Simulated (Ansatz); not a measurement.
`O[SiH](F)N[SiH3]` and `O[SiH](F)S` differ in one atom or group.

Ansatz, PBE0-D4/def2-TZVP geometries, multiplicity 1. Each molecule was computed in one conformer, which needn't be the lowest.

| property | `O[SiH](F)N[SiH3]` |
| --- | --- |
| HOMO–LUMO gap (ωB97M-V/def2-TZVPP) / eV | 11.96 |
| HOMO–LUMO gap (PBE/def2-TZVPP) / eV | 5.90 |
| LUMO energy (ωB97M-V/def2-TZVPP) / eV | 1.71 |
| HOMO–LUMO gap (B3LYP/def2-TZVPP) / eV | 7.63 |
| size of the dipole moment (B3LYP/def2-TZVPP) / D | 2.22 |
| size of the dipole moment (ωB97M-V/def2-TZVPP) / D | 2.23 |

Q: Give the same properties after the change, and the shifts. (Best estimate.)

A: The calculation gave: 
| property | `O[SiH](F)S` | shift |
| --- | --- | --- |
| HOMO–LUMO gap (ωB97M-V/def2-TZVPP) / eV | 12.01 | 0.05 |
| HOMO–LUMO gap (PBE/def2-TZVPP) / eV | 5.82 | -0.08 |
| LUMO energy (ωB97M-V/def2-TZVPP) / eV | 1.86 | 0.15 |
| HOMO–LUMO gap (B3LYP/def2-TZVPP) / eV | 7.46 | -0.17 |
| size of the dipole moment (B3LYP/def2-TZVPP) / D | 0.80 | -1.42 |
| size of the dipole moment (ωB97M-V/def2-TZVPP) / D | 0.81 | -1.42 |

Dipoles are sizes alone; their direction can turn.

B3LYP here is the variant with VWN-RPA as its local correlation; programs differ in this.
